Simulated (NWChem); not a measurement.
The numbers come from NWChem runs, not from measurements. System: boron oxyfluoride (BFO), charge 0, spin multiplicity 1, at a geometry optimised with B3LYP/def2-SVP. Level: RHF/def2-TZVP.

Job file:

```
start mol
memory heap 200 mb stack 900 mb global 1100 mb
geometry units angstroms nocenter noautoz
  F      0.000000     0.000000    -1.198448
  B      0.000000     0.000000     0.087139
  O      0.000000     0.000000     1.293792
  symmetry group C2v
end
basis spherical
  * library def2-tzvp
end
scf
  rhf
  nopen 0
  maxiter 100
  thresh 1e-7
  semidirect memsize 60000000 filesize 0
end
task scf energy
```

NWChem printed:

```
             Northwest Computational Chemistry Package (NWChem) 7.3.0
             --------------------------------------------------------

                                NWChem Input Module
                                -------------------

 Scaling coordinates for geometry "geometry" by  1.889725989
 (inverse scale =  0.529177249)

 Turning off AUTOSYM since
 SYMMETRY directive was detected!

                             Geometry "geometry" -> ""
                             -------------------------

 Output coordinates in angstroms (scale by  1.889725989 to convert to a.u.)

  No.       Tag          Charge          X              Y              Z
 ---- ---------------- ---------- -------------- -------------- --------------
    1 F                    9.0000     0.00000000     0.00000000    -1.19844800
    2 B                    5.0000     0.00000000     0.00000000     0.08713900
    3 O                    8.0000     0.00000000     0.00000000     1.29379200

 Effective nuclear repulsion energy (a.u.)      51.3527814072

            Nuclear Dipole moment (a.u.)
            ----------------------------
        X                 Y               Z
 ---------------- ---------------- ----------------
     0.0000000000     0.0000000000    -0.0000018897

      Symmetry information
      --------------------

 Group name             C2v
 Group number             16
 Group order               4
 No. of unique centers     3

      Symmetry unique atoms

     1    2    3


 Summary of "ao basis" -> "" (spherical)
 ------------------------------------------------------------------------------
       Tag                 Description            Shells   Functions and Types
 ---------------- ------------------------------  ------  ---------------------
 *                         def2-tzvp                  on all atoms

 Summary of "ao basis" -> "ao basis" (spherical)
 ------------------------------------------------------------------------------
       Tag                 Description            Shells   Functions and Types
 ---------------- ------------------------------  ------  ---------------------
 F                         def2-tzvp                11       31   5s3p2d1f
 B                         def2-tzvp                11       31   5s3p2d1f
 O                         def2-tzvp                11       31   5s3p2d1f

                                 NWChem SCF Module
                                 -----------------

  ao basis        = "ao basis"
  functions       =    93
  atoms           =     3
  closed shells   =    11
  open shells     =     0
  charge          =   0.00
  wavefunction    = RHF
  use symmetry    = T
  symmetry adapt  = T

 Summary of "ao basis" -> "ao basis" (spherical)
 ------------------------------------------------------------------------------
       Tag                 Description            Shells   Functions and Types
 ---------------- ------------------------------  ------  ---------------------
 F                         def2-tzvp                11       31   5s3p2d1f
 B                         def2-tzvp                11       31   5s3p2d1f
 O                         def2-tzvp                11       31   5s3p2d1f

      Symmetry analysis of basis
      --------------------------

        a1         42
        a2          9
        b1         21
        b2         21

 Forming initial guess at       0.1s

      Superposition of Atomic Density Guess
      -------------------------------------

 Sum of atomic energies:        -198.73709846

      Non-variational initial energy
      ------------------------------

 Total energy =    -199.375211
 1-e energy   =    -375.867534
 2-e energy   =     125.139542
 HOMO         =      -0.537103
 LUMO         =      -0.008202

      Symmetry analysis of molecular orbitals - initial
      -------------------------------------------------

 !! scf_movecs_sym_adapt:   60 vectors were symmetry contaminated

  Symmetry fudging

 !! scf_movecs_sym_adapt:   58 vectors were symmetry contaminated

  Numbering of irreducible representations:

     1 a1          2 a2          3 b1          4 b2

  Orbital symmetries:

     1 a1          2 a1          3 a1          4 a1          5 a1
     6 a1          7 b2          8 b1          9 a1         10 b2
    11 b1         12 a1         13 b2         14 b1         15 a1
    16 b2         17 b1         18 a1         19 a1         20 a1
    21 a2

 Starting SCF solution at       0.8s

 ----------------------------------------------
         Quadratically convergent ROHF

 Convergence threshold     :          1.000E-07
 Maximum no. of iterations :          100
 Final Fock-matrix accuracy:          1.000E-09
 ----------------------------------------------

              iter       energy          gnorm     gmax       time
             ----- ------------------- --------- --------- --------
                 1     -199.0643216423  1.36D+00  4.44D-01      0.8
                 2     -199.1572991636  3.04D-01  9.37D-02      0.8
                 3     -199.1654455316  1.36D-02  4.55D-03      0.9
                 4     -199.1654660864  1.45D-04  3.70D-05      1.0
                 5     -199.1654660876  1.08D-08  4.71D-09      1.1

       Final RHF  results
       ------------------

         Total SCF energy =   -199.165466087596
      One-electron energy =   -377.468232152552
      Two-electron energy =    126.949984657708
 Nuclear repulsion energy =     51.352781407247

        Time for solution =      0.3s

       Symmetry analysis of molecular orbitals - final
       -----------------------------------------------

  Numbering of irreducible representations:

     1 a1          2 a2          3 b1          4 b2

  Orbital symmetries:

     1 a1          2 a1          3 a1          4 a1          5 a1
     6 a1          7 b1          8 b2          9 a1         10 b1
    11 b2         12 a1         13 b2         14 b1         15 a1
    16 b2         17 b1         18 a1         19 a1         20 a2
    21 a1

             Final eigenvalues
             -----------------

              1
    1  -26.3916
    2  -20.5631
    3   -7.7174
    4   -1.7051
    5   -1.3375
    6   -0.8527
    7   -0.7662
    8   -0.7662
    9   -0.6345
   10   -0.5250
   11   -0.5250
   12    0.0727
   13    0.1413
   14    0.1413
   15    0.1859
   16    0.2816
   17    0.2816
   18    0.3328
   19    0.5096
   20    0.5096
   21    0.5201

                       ROHF Final Molecular Orbital Analysis
                       -------------------------------------

 Vector    9  Occ=2.000000D+00  E=-6.344637D-01  Symmetry=a1
              MO Center= -7.5D-17,  5.8D-17,  1.4D+00, r^2= 6.5D-01
   Bfn.  Coefficient  Atom+Function         Bfn.  Coefficient  Atom+Function
  ----- ------------  ---------------      ----- ------------  ---------------
    70      0.410011  3 O  pz                73      0.319282  3 O  pz
    67      0.267092  3 O  s                 66      0.239125  3 O  s
    34     -0.220557  2 B  s                 39     -0.207432  2 B  pz

 Vector   10  Occ=2.000000D+00  E=-5.249711D-01  Symmetry=b1
              MO Center= -3.6D-17, -2.3D-32,  1.0D+00, r^2= 9.7D-01
   Bfn.  Coefficient  Atom+Function         Bfn.  Coefficient  Atom+Function
  ----- ------------  ---------------      ----- ------------  ---------------
    68      0.406315  3 O  px                71      0.364104  3 O  px
    74      0.208473  3 O  px                37      0.178843  2 B  px

 Vector   11  Occ=2.000000D+00  E=-5.249711D-01  Symmetry=b2
              MO Center= -3.6D-32,  1.5D-16,  1.0D+00, r^2= 9.7D-01
   Bfn.  Coefficient  Atom+Function         Bfn.  Coefficient  Atom+Function
  ----- ------------  ---------------      ----- ------------  ---------------
    69      0.406315  3 O  py                72      0.364104  3 O  py
    75      0.208473  3 O  py                38      0.178843  2 B  py

 Vector   12  Occ=0.000000D+00  E= 7.267462D-02  Symmetry=a1
              MO Center=  1.3D-14,  4.5D-16, -3.1D-01, r^2= 5.4D+00
   Bfn.  Coefficient  Atom+Function         Bfn.  Coefficient  Atom+Function
  ----- ------------  ---------------      ----- ------------  ---------------
    35      2.877091  2 B  s                 36     -1.932878  2 B  s
    67     -0.897537  3 O  s                  5     -0.756330  1 F  s
    53      0.622273  2 B  d  0              14     -0.416062  1 F  pz
    34     -0.364447  2 B  s                 76      0.339334  3 O  pz
    45      0.315050  2 B  pz                 4      0.170271  1 F  s

 Vector   13  Occ=0.000000D+00  E= 1.412940D-01  Symmetry=b2
              MO Center=  4.2D-31, -1.5D-16,  5.2D-03, r^2= 6.0D+00
   Bfn.  Coefficient  Atom+Function         Bfn.  Coefficient  Atom+Function
  ----- ------------  ---------------      ----- ------------  ---------------
    44      1.221978  2 B  py                75     -0.381048  3 O  py
    13     -0.183288  1 F  py                69     -0.160265  3 O  py

 Vector   14  Occ=0.000000D+00  E= 1.412940D-01  Symmetry=b1
              MO Center= -1.2D-14,  1.7D-30,  5.2D-03, r^2= 6.0D+00
   Bfn.  Coefficient  Atom+Function         Bfn.  Coefficient  Atom+Function
  ----- ------------  ---------------      ----- ------------  ---------------
    43      1.221978  2 B  px                74     -0.381048  3 O  px
    12     -0.183288  1 F  px                68     -0.160265  3 O  px

 center of mass
 --------------
 x =   0.00000000 y =   0.00000000 z =  -0.04580959

 moments of inertia (a.u.)
 ------------------
         193.256654885299           0.000000000000           0.000000000000
           0.000000000000         193.256654885299           0.000000000000
           0.000000000000           0.000000000000           0.000000000000

  Mulliken analysis of the total density
  --------------------------------------

    Atom       Charge   Shell Charges
 -----------   ------   -------------------------------------------------------
    1 F    9     9.29   0.77  1.20  0.60  0.98  0.39  2.25  2.26  0.83  0.00  0.01  0.00
    2 B    5     4.38   0.92  1.07  0.50  0.08  0.01  0.92  0.51  0.06  0.13  0.14  0.05
    3 O    8     8.33   0.79  1.18  0.59  0.89  0.30  1.82  1.90  0.82  0.00  0.02  0.00

       Multipole analysis of the density wrt the origin
       ------------------------------------------------

     L   x y z        total         open         nuclear
     -   - - -        -----         ----         -------
     0   0 0 0     -0.000000      0.000000     22.000000

     1   1 0 0      0.000000      0.000000      0.000000
     1   0 1 0     -0.000000      0.000000      0.000000
     1   0 0 1     -0.949743      0.000000     -0.000002

     2   2 0 0    -10.481813      0.000000      0.000000
     2   1 1 0     -0.000000      0.000000      0.000000
     2   1 0 1      0.000000      0.000000      0.000000
     2   0 2 0    -10.481813      0.000000      0.000000
     2   0 1 1     -0.000000      0.000000      0.000000
     2   0 0 2    -15.455815      0.000000     94.117708

 Task  times  cpu:        1.1s     wall:        1.1s

 Total times  cpu:        1.1s     wall:        1.1s
```
